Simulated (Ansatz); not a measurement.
`FC(F)=N[SiH3]` + H₂ → `F/C=N/[SiH3]` + H–F at 700 K and 1 bar (hydrogenolysis of a C–F bond).

Program: Ansatz. Geometries: PBE0-D4/def2-TZVP. ΔE: electronic, gas phase. CBS: MP2 limit from def2 TZ/QZ plus the TZ coupled-cluster correction, frozen cores. This one scheme is used for every species.

```
        species  CCSD(T)/CBS energy (Eh)  H − E (kJ/mol)  S (J/(mol·K))
`FC(F)=N[SiH3]`               -583.21240           173.5          425.0
             H₂                 -1.17544            46.8          155.3
 `F/C=N/[SiH3]`               -484.01982           187.0          393.6
            H–F               -100.39570            45.2          198.5
```

H − E and S are ideal-gas, rigid-rotor, harmonic terms from PBE0-D4/def2-TZVP. The MP2-based limit puts H₂ 0.8 mEh under its directly extrapolated value; such offsets cancel only in part. 1 Eh = 2625.50 kJ/mol, R = 8.31446 J/(mol·K).

Task: By hand: ΔE, ΔH, ΔS and ΔG.

Result: ΔE = (-484.01982) + (-100.39570) − (-583.21240) − (-1.17544) = -0.02768 Eh = -72.7 kJ/mol. Δ(H − E) = 187.0 + 45.2 − 173.5 − 46.8 = 11.9, so ΔH = -60.8 kJ/mol. ΔS = 393.6 + 198.5 − 425.0 − 155.3 = 11.8 J/(mol·K). ΔG = -60.8 − 700 × (11.8)/1000 = -69.1 kJ/mol.

Task: By hand: the equilibrium constant, and the temperature at which ΔG would vanish if ΔH and ΔS stayed fixed.

Result: log₁₀ K = −ΔG/(RT ln 10) = 5.2. ΔH and −TΔS have one sign here, so there is no such temperature.

The number of gas molecules stays the same, so ΔS is small and ΔH decides. A doubt of 5 kJ/mol in ΔE shifts log₁₀ K by 0.4 here. These are equilibria of isolated gas molecules and say nothing of rates. Largest T1 diagnostic: 0.014 (customary marks: 0.02 for closed shells, 0.045 for open ones).
